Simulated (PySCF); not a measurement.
Compound: C3H7ClO2S.
Atom-mapped SMILES: `[CH3:1][CH:2]([CH3:3])[S:4](=[O:5])(=[O:6])[Cl:7]` (hydrogens: H8, H9, H10 on C1; H11 on C2; H12, H13, H14 on C3)

Structure used (GFN2-xTB), in Å, numbered top down from 1:
```xyz
14
C3H7ClO2S angstrom
C     -0.2942    1.4631    0.1372
C     -0.3192    0.0730   -0.4434
C     -1.1050   -0.9543    0.3290
S      1.4049   -0.5117   -0.4683
O      1.4770   -1.8712   -0.8987
O      2.2610    0.4447   -1.0935
Cl     1.8945   -0.5114    1.5102
H      0.4515    2.0617   -0.3814
H     -1.2655    1.9429    0.0317
H     -0.0384    1.4275    1.1940
H     -0.5763    0.0760   -1.5028
H     -0.8120   -0.9415    1.3766
H     -0.9061   -1.9441   -0.0755
H     -2.1729   -0.7552    0.2631
```

Method: TDDFT wB97X-D/def2-SVPD, vertical, gas phase, core orbitals frozen in the response (PySCF 2.14.0, density-fitted response routines).

Kohn–Sham orbitals with the atoms that hold most of them (Löwdin shares over 4%, at most four atoms; ? is withheld):

```tsv
orbital	ε (eV)	atoms
LUMO+2	2.18	S4 40%, Cl7 26%, H11 9%
LUMO+1	1.99	S4 23%, C1 12%, C3 12%, Cl7 10%
LUMO	0.23	Cl7 43%, S4 27%, O6 9%, O5 9%
HOMO	?	?
HOMO-1	-11.12	?
HOMO-2	-11.62	O5 36%, O6 36%, Cl7 11%, S4 7%
HOMO-3	-11.78	Cl7 74%, S4 6%, C2 4%
```

(1) Give the leading atoms of the HOMO.

(2) Give the leading atoms of the HOMO-1.

(3) What is the HOMO energy, and the HOMO–LUMO gap?

Results:

(1) Cl7 (bonded to S) 41%; O5 (bonded to S) 28%; O6 (bonded to S) 28%. By element: oxygen 55%, chlorine 41%.

(2) O6 (bonded to S) 22%; O5 (bonded to S) 22%; Cl7 (bonded to S) 18%; C2 (bonded to 2 C, S and H) 13%. By element: oxygen 43%, chlorine 18%, carbon 13% or more.

(3) ε(HOMO) = -10.94 eV; the gap is 11.17 eV (0.4103 hartree).

The HOMO–LUMO gap is 11.17 eV. Where does the response calculation put the lowest singlet, and from which orbitals?

S1 is at 6.04 eV (f = 0.0052), 5.12 eV below the gap, made of HOMO→LUMO (96%). Without the coupling terms of the response equations the lowest excitation would equal the gap.

Give energy, strength and leading configuration of S1 and S3, and follow the Löwdin shares of the leading atoms from the occupied to the empty orbital.

- S1 (6.04 eV, f 0.0052), HOMO→LUMO (96%): Cl7 41% → 43%, O5 28% → 9%, S4 at most 4% → 27%
- S3 (6.75 eV, f 0.0023), HOMO-2→LUMO (94%): O5 36% → 9%, O6 36% → 9%, Cl7 11% → 43%, S4 7% → 27%

Löwdin shares depend on the basis, the more so with diffuse functions.

One conformer stands for the species.
